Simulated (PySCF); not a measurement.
**Bond length, frequency and bond energy of SiNi⁻ by level of theory**

State: ⁴Δ (quartet), unpaired electrons π ↑↑, δ ↑. Set-up: Si def2-TZVPPD, Ni def2-TZVPPD; no relativity (PySCF 2.14). De refers to Si⁻ + Ni (3d8 4s2) in their high-spin ground configurations, without counterpoise correction. The functionals are run spin-unrestricted. A positive dipole points towards Ni; it is taken about the centre of mass and depends on that origin.

```
      Level  Re (Å)  ωe (cm⁻¹)  De (eV)  μ (D)  CPU s a point (SCF and correlation, without the integrals)
        UHF   2.383        245      n/a   5.26                                                         3.1
    UHF-MP2   2.141        386      n/a    n/a                                                         4.9
UHF-SCS-MP2   2.174        358      n/a    n/a                                                         n/a
        PBE   2.193        359      n/a   3.15                                                         1.8
     revPBE   2.211        348      n/a   3.26                                                        0.97
     r²SCAN   2.169        371      n/a   3.25                                                         1.9
      TPSSh   2.190        356      n/a   3.63                                                         3.7
      B3LYP   2.215        334      n/a   3.36                                                         3.7
       PBE0   2.205        343      n/a   3.71                                                         4.3
        M06   2.220        343      n/a   2.64                                                         3.2
      HSE06   2.205        343      n/a   3.60                                                         4.4
     B2PLYP   2.180        370      n/a   3.89                                                         4.3
```

The bond length runs from 2.141 Å (UHF-MP2) to 2.383 Å (UHF).

Correlated steps freeze 10 core orbitals. De is left out where the level can put another filling of the metal’s s and d shells below the measured ground configuration, by anything from nothing to about 1 eV. Counting both spins, an empty level lies below a filled one in some of these solutions, because spin and occupation are held. The highest Kohn–Sham level is positive in this anion. Much of that is self-interaction error, but it also means that the finite basis helps to hold the extra electron. B2PLYP dipoles, levels and charges come from its SCF part alone. With d or f electrons several states lie close, and the lowest PBE0 determinant need not be the measured ground state.

The whole job (state search and all levels along the bond) took about 7.1 min on 2 threads of AMD EPYC 9R45 96-Core (shared host), peak memory 4.1 GiB.
